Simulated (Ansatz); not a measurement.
Input file for Ansatz (an electronic-structure program): U-B3LYP/def2-TZVPP on FHMgSe (SMILES [F][Mg][SeH]), a point of a bond scan (R = 1.475 Å).

Ansatz 0.2 input:
```yaml
crystal:
  periodic: [false, false, false]
  atoms:
    - {symbol: Mg, position_ang: [0.53471100, -1.04785740, 0.34360513]}
    - {symbol: F, position_ang: [1.29905719, -2.54739150, 0.84087691]}
    - {symbol: Se, position_ang: [-0.50665601, 1.00609324, -0.37394579]}
    - {symbol: H, position_ang: [-0.88174242, 1.29364220, 1.02300295]}
basis:
  gaussian:
    orbitals: def2-TZVPP
hamiltonian:
  xc: {name: B3LYP}
magnetization: {spin_polarized: true, initial_magnetization: 0}
```

Program output:

```
WARN ansatz: RAYON_NUM_THREADS=1 ignored (pool sized by the plan → 1); use --threads N
Functional definition: B3LYP
integrals: 0.05 GiB planned
912 factors; their error is unknown
mean field: 0.64 GiB planned
mean field evaluation 1: about -73528.8913 eV, gradient 3.4e1 eV
mean field evaluation 2: about -73509.9903 eV, gradient 8.5e1 eV
mean field evaluation 4: about -73532.7408 eV, gradient 4.8e0 eV
mean field evaluation 8: about -73533.1899 eV, gradient 2.5e-1 eV
mean field evaluation 16: about -73533.1900 eV, gradient 7.6e-6 eV
mean field -73533.19000257 eV, -2702.2948900080 hartree, gradient 7.6e-6 eV, S^2 0.000000; 0 other end points of the search recorded, 0 dependent functions left out
reference -73533.19023008 eV, -2702.2948983689 hartree; 28, 28 occupied and 97, 97 virtual orbitals, 912 factors
Total energy: -73533.19023008 eV, -2702.2948983689 hartree
```

Self-consistency was reached.

Cost: about 2.9 core-seconds (a rough figure).
